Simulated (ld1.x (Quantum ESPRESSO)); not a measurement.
# How hard is this Yb TM potential?

ld1.x (Quantum ESPRESSO) 7.5 input, shortened:

```
&input
   title='Yb', zed=70., rel=1, dft='BP', iswitch=3,
   config='[Xe] 4f13 5d1 6s2 6p0'
 /
 &inputp
   pseudotype=2, tm=.true., lloc=2,
   nlcc=.true.
 /
3
5S  1  0   2.00   0.00  2.10  2.10  0.0
5P  2  1   6.00   0.00  1.80  1.80  0.0
5D  3  2   1.00   0.00  2.35  2.35  0.0
 &test
   configts(1)='5s2 5p6 5d1 6s2 6p0'
 /
```

Occupied shells without a wave of their own: 6s. They enter only through the test configuration that unscreens the potential, and ld1.x also counts them in the model core charge.

The pseudo-atom Hamiltonian at the reference potential is diagonalised in spherical Bessel functions j_l(qr) that vanish at 20 bohr, with q² up to the cutoff. All-electron valence levels (Ry): 5s -4.3688, 6s -0.3463, 5p -2.2867, 6p -0.1042, 5d -0.1462.

Task: How do the lowest levels (Ry) of each channel move with the cutoff, and are there ghosts?

Result:

| cutoff (Ry) | s #1 | s #2 | p #1 | p #2 | p #3 | d #1 | d #2 | f #1 | f #2 | Σ f·Δε (mRy) |
| --- | --- | --- | --- | --- | --- | --- | --- | --- | --- | --- |
| 8 | -4.3446 | -0.3286 | -2.0602 | -0.0869 | 0.0428 | -0.0685 | 0.0553 | 0.0929 | 0.2102 | 1492.3 |
| 12 | -4.3483 | -0.3292 | -2.2439 | -0.1049 | 0.0385 | -0.1172 | 0.0507 | 0.0929 | 0.2101 | 332.7 |
| 15 | -4.3539 | -0.3299 | -2.2734 | -0.1129 | 0.0367 | -0.1318 | 0.0497 | 0.0929 | 0.2101 | 128.7 |
| 21 | -4.3666 | -0.3317 | -2.2764 | -0.1199 | 0.0351 | -0.1450 | 0.0489 | 0.0929 | 0.2101 | 68.6 |
| 25 | -4.3679 | -0.3318 | -2.2782 | -0.1237 | 0.0343 | -0.1459 | 0.0488 | 0.0929 | 0.2101 | 53.7 |
| 35 | -4.3682 | -0.3319 | -2.2852 | -0.1271 | 0.0334 | -0.1462 | 0.0488 | 0.0929 | 0.2101 | 10.6 |
| 45 | -4.3687 | -0.3320 | -2.2863 | -0.1273 | 0.0334 | -0.1462 | 0.0488 | 0.0929 | 0.2101 | 2.9 |
| 50 | -4.3688 | -0.3321 | -2.2863 | -0.1273 | 0.0334 | -0.1462 | 0.0488 | 0.0929 | 0.2101 | 2.7 |
| 60 | -4.3688 | -0.3321 | -2.2865 | -0.1275 | 0.0333 | -0.1462 | 0.0488 | 0.0929 | 0.2101 | 1.6 |
| 70 | -4.3688 | -0.3321 | -2.2867 | -0.1276 | 0.0333 | -0.1462 | 0.0488 | 0.0929 | 0.2101 | 0.4 |
| 90 | -4.3688 | -0.3321 | -2.2867 | -0.1276 | 0.0333 | -0.1462 | 0.0488 | 0.0929 | 0.2101 | 0.1 |
| 400 | -4.3688 | -0.3321 | -2.2868 | -0.1276 | 0.0333 | -0.1462 | 0.0488 | 0.0929 | 0.2101 | 0.0 |

Result: no extra level below or beside the all-electron valence levels (s, p, d, f tested); 10 mRy is reached at 40 Ry and 1 mRy at 70 Ry.

ld1.x takes every shell without a wave as core, so the model core holds the 6s electrons as well and exchange and correlation see them twice. This cancels in the reference configuration, but the file is broken for other ones, and its errors say nothing about a proper core correction. Its largest configuration-test error is +1017 meV.
